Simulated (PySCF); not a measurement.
C₅H₄F₂, SMILES C1C(F)=C(F)C=C1.

Geometry optimised at B3LYP-D3(BJ)/def2-SVP. One conformer was computed; it need not be the lowest.

Calculation: CAM-B3LYP/def2-TZVP run with PySCF.

Isolated molecule, no solvent.

```
Property                                                                                                        Value
---------------------------------------------------------------------------------------------  ----------------------
total energy                                                                                       -392.57460 hartree
point group                                                                                                        Cs
highest occupied level                                                                                       -7.73 eV
lowest empty level                                                                                            0.31 eV
orbital gap                                                                                                   8.04 eV
dipole moment                                                                                                  2.64 D
quadrupole, principal values (traceless, Buckingham form, about the centre of nuclear charge)  -1.26, -1.03, 2.29 D·Å
mean static polarisability                                                                       54.7 bohr³ (8.11 Å³)
polarisability, principal values                                                               37.2, 60.5, 66.4 bohr³
```
